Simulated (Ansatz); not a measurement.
Ansatz results at the PBE0-D4/def2-TZVP geometry: LUMO energy (B3LYP/def2-TZVPP) -1.20 eV; HOMO energy (ωB97M-V/def2-TZVPP) -9.73 eV; HOMO–LUMO gap (PBE0/def2-TZVPP) 6.70 eV.

Each molecule was computed in one conformer, which needn't be the lowest.

(1) Which molecule gave them?
A. `C[SiH](F)C=N`
B. `[OH][SnH2][SiH2]Cl`
C. `C=C=C[SiH](C)F`
D. `C=C([SiH3])[SiH2]O`

## Answers

(1) B. The others give `C=C=C[SiH](C)F`: -0.68, -9.81, 7.14; `C=C([SiH3])[SiH2]O`: -1.09, -10.28, 7.19; `C[SiH](F)C=N`: -1.29, -9.59, 6.22.

B3LYP here is the variant with VWN-RPA as its local correlation; programs differ in this.
